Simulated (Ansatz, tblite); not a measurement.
Cost and result up the ladder for Sb2H4 (6 atoms). The state is a singlet with charge 0. Geometry: B3LYP-D4/def2-TZVP.

```xyz
6

Sb    1.375   -0.280   -0.299
Sb   -1.372    0.285    0.308
H     1.805    1.345    0.055
H     1.110    0.128   -1.945
H    -1.116   -0.145    1.950
H    -1.803   -1.334   -0.069
```

Ansatz on 4 threads of Arm Neoverse V2 on a shared host; xTB runs through tblite on one thread. Times are rough, summed over both states, and most runs start from the orbitals of an earlier one. PBE0-D4/def2-TZVP serves as the yardstick here, not as an exact answer. The other state is a triplet.

In the def2 sets Sb takes a core potential; there is no spin–orbit coupling. The xTB rows come from tblite.

xTB has no spin-polarisation term.

```
                          level  functions  wall time  vertical triplet (eV)  difference from PBE0-D4/def2-TZVP (eV)
                       GFN2-xTB         22    0.004 s                   3.06                                   -0.27
                       GFN1-xTB         26    0.005 s                   4.21                                    0.88
               PBE-D4/def2-TZVP        124      2.2 s                   3.34                                    0.01
PBE0-D4/def2-TZVP (with forces)        124        4 s                   3.32                                    0.00
            r2SCAN-D4/def2-TZVP        124      5.1 s                   3.31                                   -0.02
```
